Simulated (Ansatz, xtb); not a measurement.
Two isomers of C4H4Be

We compare a, `[BeH][C]#CC=C`, a singlet, with b, `[Be]1[CH]=CC=[CH]1`, a singlet. Both are isolated molecules in the gas phase, relaxed with PBE0-D3(BJ)/def2-SVP.

Quicker runs give these differences E(b) − E(a): GFN2-xTB +23.45 kcal/mol; HF/STO-3G +0.30 kcal/mol (at GFN2-xTB geometries); r2SCAN-D4/def2-SVP −0.18 kcal/mol (at GFN2-xTB geometries).

**Question.** Estimate E(b) − E(a) at the level CCSD(T)/def2-SVP + ΔMP2/def2-TZVPP.

**Answer.** Too close to call at this level: CCSD(T)/def2-SVP + ΔMP2/def2-TZVPP gives E(b) − E(a) = +0.94 kcal/mol.

The same difference at several levels:

| level | geometry | E(b) − E(a) (kcal/mol) | departure from the last row (kcal/mol) | job, with rough time for the two |
| --- | --- | --- | --- | --- |
| GFN2-xTB | GFN2-xTB | +23.45 | +22.51 | optimisation, 0.23 s |
| HF/STO-3G | GFN2-xTB | +0.30 | −0.64 | single point, 0.32 s |
| r2SCAN-D4/def2-SVP | GFN2-xTB | −0.18 | −1.12 | single point, 4.6 s |
| PBE0-D3(BJ)/def2-SVP | PBE0-D3(BJ)/def2-SVP | −3.10 | −4.04 | optimisation, 37 s |
| HF/def2-SVP | PBE0-D3(BJ)/def2-SVP | +10.02 | +9.08 | part of the CCSD(T) run |
| MP2/def2-SVP | PBE0-D3(BJ)/def2-SVP | +6.59 | +5.65 | part of the CCSD(T) run |
| CCSD(T)/def2-SVP | PBE0-D3(BJ)/def2-SVP | +5.42 | +4.48 | single point |
| CCSD(T)/def2-SVP + ΔMP2/def2-TZVPP | PBE0-D3(BJ)/def2-SVP | +0.94 |  | single point, 28 s |

As drawn, b has 1 C–Be, 1 C=C, 1 C–H in place of 1 C≡C, 1 Be–H. Structure a has no ring, b a 5-membered ring.

The largest departure from CCSD(T)/def2-SVP + ΔMP2/def2-TZVPP is that of GFN2-xTB, 22.51 kcal/mol. The last row adds to CCSD(T) the change of the MP2 difference between the two basis sets, here −4.48 kcal/mol, a large step that makes the value less sure.

With harmonic frequencies from PBE0-D3(BJ)/def2-SVP (ideal gas, rigid rotor, one conformer each, 298.15 K, 1 atm): on the last row, ΔE + ΔZPE = +3.72, ΔH = +2.91, ΔG = +5.14 kcal/mol.

The correlated steps freeze 4 core orbitals; the last core shell of Be is correlated, in a basis made for valence electrons. Programs: Ansatz 0.2.0, xtb 6.7.1; the last row on 1 thread of Arm Neoverse V1 on a shared host.
